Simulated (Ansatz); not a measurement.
The first iterations of a band of FH4InO3 (9 atoms, charge 0, multiplicity 1).

Theory: RKS B3LYP-D4/def2-SVP (Ansatz).

```json
{
 "movable images": "9",
 "climbing image": "yes",
 "spring": "5.0 eV/Å²",
 "optimiser": "quadratic models (default)",
 "start path": "through a guess of the saddle point",
 "force threshold": "0.05 eV/Å",
 "iteration limit": "60",
 "end points": "relaxed"
}
```

First end point:

```xyz
9
Properties=species:S:1:pos:R:3
In 0.097 0.253 -0.173
O 0.042 0.109 2.155
H -0.773 -0.295 2.491
O 1.961 -0.151 -0.752
H 1.978 -0.930 -1.325
O -1.599 -0.720 -0.635
H -2.307 -0.084 -0.815
F -0.230 2.101 0.556
H -0.126 1.080 2.121
```

Last end point:

```xyz
9
Properties=species:S:1:pos:R:3
In 0.098 0.369 -0.131
O -0.016 0.066 2.167
H -0.916 -0.258 2.339
O 1.858 -0.056 -0.974
H 1.875 -0.971 -1.290
O -1.704 -0.518 -0.250
H -2.079 -0.518 -1.141
F 0.001 2.202 0.675
H -0.074 1.047 2.230
```

| iteration | highest image above the first end (eV) | largest band force component (eV/Å) |
| --- | --- | --- |
| 1 | 8.011 | 65.565 |
| 2 | 2.304 | 18.106 |
| 3 | 0.981 | 9.607 |
| 4 | 0.461 | 2.754 |
| 5 | 0.754 | 8.115 |

Q: Does the band converge within its limit, and where does its top end?

A: The run converged. It ended after 15 iterations with the highest image 0.117 eV above the first end. A vibrational analysis at the climbing image gives one clearly imaginary mode, 224i cm⁻¹: a first-order saddle point.

Time of the run: 7.4 min on 2 threads of Arm Neoverse V1 (shared host), peak memory 0.23 GiB.
